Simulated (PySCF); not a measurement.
Gas-phase reaction: 3 InF + 2 Cl2 ⇌ 2 InCl2 + InF3, at 500 K and a standard pressure of 1 bar. Level: PBE0/def2-TZVP.

Computed with PySCF and rigid-rotor harmonic-oscillator thermochemistry at 1 bar. Open shells (unrestricted): InCl2 (multiplicity 2); the rest are closed-shell singlets. In: scalar-relativistic def2 core potential, no spin-orbit coupling. InCl2: computed as isolated molecules; such fragments, hydroxides, amides, oligomers or adducts are transient or little studied in the gas. The harmonic model lacks anharmonicity and excited electronic states, which grow with temperature; levels with a mode under 35 cm⁻¹ are left out. Soft modes under 120 cm⁻¹ make the harmonic entropy rough for InCl2.

```csv
species,E (Ha),H(500 K) − E (kJ/mol),S°(500 K) (J/mol/K)
InF,-289.98908,19.5,254.4
Cl2,-920.08940,19.6,240.8
InCl2,-1110.34894,29.8,343.0
InF3,-489.59070,44.9,348.0
```
E: electronic energy; H − E holds the zero-point and thermal terms. 1 Ha = 2625.5 kJ/mol.

Task: Work out ΔH°, ΔS°, ΔG° and log10 K from these numbers.

Result: 1. ΔE = 2×(-1110.34894) + 1×(-489.59070) − 3×(-289.98908) − 2×(-920.08940) = -0.14254 Ha = -374.2 kJ.
2. Δ(H − E) = 2×(29.8) + 1×(44.9) − 3×(19.5) − 2×(19.6) = 6.8 kJ, so ΔH° = -367.4 kJ.
3. ΔS° = 2×(343.0) + 1×(348.0) − 3×(254.4) − 2×(240.8) = -210.8 J/K; the number of gas molecules changes by -2.
4. ΔG° = ΔH° − TΔS° = -367.4 − 500×(-210.8)/1000 = -262.0 kJ.
5. log10 K = −ΔG°/(RT ln 10) = 27.38, with RT ln 10 = 9.57 kJ/mol; at standard pressures the products are favoured.
6. A shift of 10 kJ in ΔE would move log10 K by 1.04 here.
For scale, ΔH°(298 K) is -370 kJ at this level, -369 kJ at ωB97M-V/def2-TZVP†, and runs from -505 to 18 kJ over the 18 levels computed († marks an energy on the PBE0/def2-TZVP geometry).
